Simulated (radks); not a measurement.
Q: All-electron atom: Ag II in [Kr] 4d10. Method: scalar-relativistic Kohn-Sham, LDA (Slater exchange, Perdew-Wang correlation), spin-unpolarised, spherical densities, finite nucleus; Fermi nuclear charge, rms radius 4.5454 fm; computed with a radial shooting solver on a logarithmic mesh with Libxc functionals. Some entries of the table are withheld. Estimate them.

| orbital | occ. | eigenvalue (eV) | <r^2> (bohr^2) |
|---|---|---|---|
| 1s | 2 | -25305.98 | (1) |
| 2s | 2 | -3733.833 | 0.02150 |
| 2p | 6 | -3352.335 | 0.01692 |
| 3s | 2 | -690.7249 | 0.1560 |
| 3p | 6 | -565.3947 | 0.1574 |
| 3d | 10 | -367.0651 | 0.1427 |
| 4s | 2 | -103.3612 | 0.9432 |
| 4p | 6 | -66.9864 | 1.151 |
| 4d | 10 | -15.9199 | (2) |

A: 
(1) 1s <r^2> (bohr^2): 0.001311
(2) 4d <r^2> (bohr^2): 2.365
